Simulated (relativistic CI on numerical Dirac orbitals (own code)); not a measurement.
Hyperfine structure of Se¹⁷⁺, mass number 77

Computed by Dirac-Coulomb-Breit CI, orbitals from a KLI potential per configuration, QED by a radiative potential, unscaled Slater integrals (own radial code, finite nucleus).

Configuration list (outside the closed core [Ne]): 3s²3p⁵, 3s3p⁶, 3s²3p⁴3d, 3s3p⁵3d, 3p⁶3d, 3s3p⁴3d², 3s²3p⁴4s, 3s²3p³3d4p, 3p⁶4s, 3s²3p⁴4p, 3p⁶4p, 3s3p⁴3d4s, 3s²3p³3d², 3s²3p²3d³, 3s3p³3d³, 3s²3p²3d²4s, 3s²3p²3d²4p. Double excitations out of closed p, d and f shells are left out; levels of such configurations are missing from the list, as are those of other unlisted configurations, and high levels can miss mixing partners.

Nuclear spin I = 1/2, μ = 0.53356 μN (tables of Stone and Pyykkö). The electronic factors are computed for point nuclear moments, without core polarisation or the Bohr-Weisskopf and QED corrections.

```
         Level   E (eV)  A (GHz)
 3s²3p⁵ ²P°3/2   0.0000    13.01
 3s²3p⁵ ²P°1/2   8.1067     70.1
   3s3p⁶ ²S1/2  62.1493    176.6
3s²3p⁴3d ⁴D5/2  78.8987    8.381
3s²3p⁴3d ⁴D3/2  79.2282    11.51
3s²3p⁴3d ⁴D7/2  79.5376    5.664
3s²3p⁴3d ⁴D1/2  80.3039    18.02
3s²3p⁴3d ⁴F9/2  84.4423    7.227
```

Levels with J = 0, under 50 % of one LS term, or S terms without an open s electron are left out. Small factors come from cancelling terms and can be off by tens of per cent or more.

At this charge energies of transitions that change n are usually good to better than 1 %, and those within a shell (Δn = 0) to a few per cent.

(1) Give the hyperfine levels of 3s²3p⁵ ²P°1/2 relative to its centre of gravity.

## Answers

(1) With K = F(F + 1) − I(I + 1) − J(J + 1), E = AK/2: F = 0: -52.58, F = 1: 17.53 GHz.

LS names give the leading component of a level, which can be under half, so a name can repeat, a term be missing and a line seem to break the LS rules.
